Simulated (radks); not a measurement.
Removal energies from the xenon ion Xe6+, [Kr] 4d10 5s2, by Delta-SCF beside the eigenvalue of the level emptied. Method: Dirac Kohn-Sham, BLYP, spin-unpolarised, spherical densities, finite nucleus; Fermi nuclear charge, rms radius of each element as measured or else 0.836 A^(1/3) + 0.57 fm; computed with a radial shooting solver on a logarithmic mesh with Libxc functionals. Sub-shells are occupied by j as written (lower j first in brackets).

| removed from | final configuration | Delta-SCF (eV) | -eigenvalue (eV) |
|---|---|---|---|
| 5s1/2 | [Kr] 4d10 5s1 | 93.093 | 86.287 |
| 4d5/2 | [Kr] 4d(3/2: 4, 5/2: 5) 5s2 | 144.90 | 133.30 |
| 4d3/2 | [Kr] 4d(3/2: 3, 5/2: 6) 5s2 | 147.04 | 135.34 |
| 4p3/2 | [Ar] 3d10 4s2 4p(1/2: 2, 3/2: 3) 4d10 5s2 | 225.21 | 212.65 |
